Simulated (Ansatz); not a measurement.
Single points on the cluster K₃I₂.

```yaml
crystal:
  periodic: [false, false, false]
  atoms:
    - {symbol: K, position_ang: [0.554885, 1.504323, -1.143074]}
    - {symbol: K, position_ang: [-3.621136, 0.716260, -1.141325]}
    - {symbol: K, position_ang: [1.253069, -1.721388, 1.735750]}
    - {symbol: I, position_ang: [-1.059886, -1.546443, -0.656803]}
    - {symbol: I, position_ang: [2.873068, 1.047238, 1.205462]}
basis:
  gaussian: {orbitals: def2-TZVP, initial_orbitals: start.molden}
magnetization: {spin_polarized: true, initial_magnetization: 1}
hamiltonian: {xc: {name: B97M-V}}
scf: {omitted_lower_state_checks: [starts]}
output: {orbitals: {seedname: orbitals}}
```

The file start.molden holds the orbitals of an earlier run on this structure, at another level or in another basis.

```sh
$ ansatz run in.yaml --threads 4 --pin off --events-out ev --progress --plain --max-ram 4787MiB
```

Output, abridged:

```
Functional definition: B97M-V
1709 factors; their error is unknown
mean field evaluation 1: about -65169.0134 eV, gradient 8.9e0 eV
mean field evaluation 2: about -65169.1920 eV, gradient 3.5e-1 eV
mean field evaluation 4: about -65169.1522 eV, gradient 6.5e-2 eV
mean field evaluation 8: about -65169.1522 eV, gradient 1.9e-5 eV
mean field -65169.15219381 eV, -2394.9221698847 hartree, gradient 1.9e-5 eV, S^2 0.751267; 0 other end points of the search recorded, 0 dependent functions left out
reference -65169.15230158 eV, -2394.9221738450 hartree; 54, 53 occupied and 145, 146 virtual orbitals, 1709 factors
Total energy: -65169.15230158 eV, -2394.9221738450 hartree
Checks for a lower state left out: starts
```

It took 36 s on 4 threads of Arm Neoverse V2 on a shared host, peak host memory 0.91 GiB.

The first input with `hamiltonian: {xc: r2scan, dispersion: d4}` (abridged; 20 s):

```
Functional definition: r2SCAN
mean field -65185.92994977 eV, -2395.5387410439 hartree, gradient 1.5e-5 eV, S^2 0.750284
Total energy: -65185.96253412 eV, -2395.5399384964 hartree
Checks for a lower state left out: starts
```

The first input with `hamiltonian: {xc: lda}` (abridged; 3.2 s):

```
Functional definition: SPW92
mean field -65018.13566090 eV, -2389.3724146629 hartree, gradient 1.3e-5 eV, S^2 0.750239
Total energy: -65018.13572144 eV, -2389.3724168875 hartree
Checks for a lower state left out: starts
```

The first input with `hamiltonian: {xc: {name: PBE-QIDH}}` and without the key `output` (abridged; 20 s):

```
Functional definition: PBE-QIDH
mean field -65138.37705650 eV, -2393.7912044488 hartree, gradient 4.8e-6 eV, S^2 0.750227
23 core orbitals not correlated: weight in the atoms' cores, before any rotation towards them, 1.000 or more for the frozen orbitals, at most 0.000 for the correlated occupied ones
second order -44.36502920 eV of doubles, -0.00000000 eV of singles
Total energy: -65153.16542136 eV, -2394.3346668333 hartree
Checks for a lower state left out: starts
```

First input, but with `hamiltonian: {xc: pbe, dispersion: d4}`, `output: {forces: true, orbitals: {seedname: orbitals}}` (abridged; 7.5 s):

```
Functional definition: PBE
mean field -65163.81982422 eV, -2394.7262089165 hartree, gradient 1.6e-5 eV, S^2 0.750124
Total energy: -65163.98102714 eV, -2394.7321330148 hartree
Atom 0 force     0.014268    -0.009051     0.023626 eV/Å
Atom 1 force     0.014646    -0.023065    -0.001774 eV/Å
Atom 2 force    -0.007696     0.025738    -0.027260 eV/Å
Atom 3 force    -0.009497     0.020713     0.014033 eV/Å
Atom 4 force    -0.011721    -0.014335    -0.008625 eV/Å
Dipole moment:    -0.549013    -0.676214     0.218492 e Å
Checks for a lower state left out: starts
```

The first input with `gaussian: {orbitals: def2-SVP, initial_orbitals: start.molden}`, `correlation: {method: ccsd_t}`, `scf: {omitted_lower_state_checks: [starts, cluster_reference]}` and without the key `hamiltonian` (abridged; 89 s):

```
Functional definition: HF
mean field -65056.86671924 eV, -2390.7957548039 hartree, gradient 2.9e-6 eV, S^2 0.750328
23 core orbitals not correlated: weight in the atoms' cores, before any rotation towards them, 1.000 or more for the frozen orbitals, at most 0.000 for the correlated occupied ones
second order -10.63799791 eV of doubles, -0.00000000 eV of singles
cycle   1  -11.19761780 eV  change   -5.6e-1 eV  update   5.7e-2
cycle   2  -11.34669782 eV  change   -1.5e-1 eV  update   1.9e-2
cycle   3  -11.36178959 eV  change   -1.5e-2 eV  update   9.5e-3
cycle   4  -11.35626354 eV  change    5.5e-3 eV  update   4.3e-3
cycle   5  -11.35526108 eV  change    1.0e-3 eV  update   1.7e-3
cycle   6  -11.35554610 eV  change   -2.9e-4 eV  update   6.5e-4
cycle   7  -11.35562390 eV  change   -7.8e-5 eV  update   2.3e-4
cycle   8  -11.35562883 eV  change   -4.9e-6 eV  update   7.4e-5
perturbative correction -0.14888352 eV, -0.0054713684 hartree
Total energy: -65068.37123159 eV, -2391.2185378347 hartree
Checks for a lower state left out: starts, cluster_reference
```

First input, but with `hamiltonian: {xc: pbe0, dispersion: d4}` (abridged; 14 s):

```
Functional definition: PBE0
mean field -65169.33941768 eV, -2394.9290502350 hartree, gradient 2.7e-5 eV, S^2 0.750151
Total energy: -65169.48370971 eV, -2394.9343528691 hartree
Checks for a lower state left out: starts
```

Geometry: B3LYP-D4/def2-SVP.

In the def2 sets I takes a core potential; there is no spin–orbit coupling. Correlated methods freeze 23 core orbitals; core or outer-core shells of K, I are correlated, in sets that lack core-valence functions. Another isomer (doublet) lies 0.20 eV lower at B97M-V/def2-TZVP; other spin states weren't run for this one.
